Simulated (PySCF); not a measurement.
C₂H₅Si, SMILES [CH2][Si]C (connectivity only; charge and spin as stated), charge +1, multiplicity 1. Atoms are numbered in the order given.

```xyz
8

C      1.6739     0.0682     0.3966
Si     0.1110    -0.1691    -0.1912
C     -1.6763     0.1876    -0.0767
H      2.1476    -0.7121     0.9935
H      2.3599     0.7178    -0.1484
H     -1.7981     1.2737    -0.1748
H     -2.2463    -0.3389    -0.8419
H     -2.0031    -0.1076     0.9284
```
Charge +1, spin multiplicity 1.

Coordinates come from a PBE0-D3(BJ)/def2-TZVP optimisation. The spin state was assumed, not searched. The isomer is the one that the SMILES or the coordinates give; other isomers of the formula were not compared.

Method: PBE0-D3(BJ)/def2-TZVP in PySCF 2.14.0.

Frequencies are harmonic and unscaled.

Computed vibrational spectrum:
| mode | ν (cm⁻¹) | IR (km/mol) | moving atoms (share of kinetic energy) |
|---|---|---|---|
| 1 | 93 | 1.4 | H 79 %, Si 11 %, C 10 % |
| 2 | 117 | 13.1 | Si 44 %, C 38 %, H 18 % |
| 3 | 215 | 0.0 | H 86 %, Si 11 % |
| 4 | 567 | 5.1 | H 83 %, C 15 % |
| 5 | 654 | 18.7 | C 70 %, H 19 %, Si 11 % |
| 6 | 725 | 63.8 | H 78 %, C 21 % |
| 7 | 789 | 39.1 | H 75 %, C 18 % |
| 8 | 817 | 3.8 | H 78 %, C 20 % |
| 9 | 1025 | 14.0 | C 42 %, Si 42 %, H 16 % |
| 10 | 1249 | 7.6 | H 85 %, C 15 % |
| 11 | 1316 | 17.9 | H 84 %, C 15 % |
| 12 | 1386 | 20.7 | H 96 % |
| 13 | 1406 | 10.6 | H 96 % |
| 14 | 3026 | 60.8 | H 97 % |
| 15 | 3108 | 26.8 | H 91 %, C 9 % |
| 16 | 3112 | 68.0 | H 95 % |
| 17 | 3171 | 22.6 | H 91 %, C 9 % |
| 18 | 3205 | 56.3 | H 90 %, C 10 % |
